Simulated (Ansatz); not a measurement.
One change: `C[Si@H]1[SiH2][C@H]1Cl` becomes `C[Si@H]1[SiH2][C@H]1F`.

Ansatz, PBE0-D4/def2-TZVP geometries, multiplicity 1. 

```
                               property  `C[Si@H]1[SiH2][C@H]1Cl`
     LUMO energy (PBE0/def2-TZVPP) / eV                     -1.18
   HOMO–LUMO gap (PBE0/def2-TZVPP) / eV                      5.25
    LUMO energy (B3LYP/def2-TZVPP) / eV                     -1.34
    HOMO–LUMO gap (PBE/def2-TZVPP) / eV                      3.44
HOMO–LUMO gap (ωB97M-V/def2-TZVPP) / eV                      9.14
      LUMO energy (PBE/def2-TZVPP) / eV                     -2.01
```

(1) Give the same properties after the change, and the shifts. (Best estimate.)

Answers

(1) Computed: 
| property | `C[Si@H]1[SiH2][C@H]1F` | shift |
| --- | --- | --- |
| LUMO energy (PBE0/def2-TZVPP) / eV | -1.10 | 0.08 |
| HOMO–LUMO gap (PBE0/def2-TZVPP) / eV | 5.27 | 0.02 |
| LUMO energy (B3LYP/def2-TZVPP) / eV | -1.27 | 0.07 |
| HOMO–LUMO gap (PBE/def2-TZVPP) / eV | 3.44 | 0.00 |
| HOMO–LUMO gap (ωB97M-V/def2-TZVPP) / eV | 9.15 | 0.01 |
| LUMO energy (PBE/def2-TZVPP) / eV | -1.92 | 0.09 |

B3LYP here is the variant with VWN-RPA as its local correlation; programs differ in this.
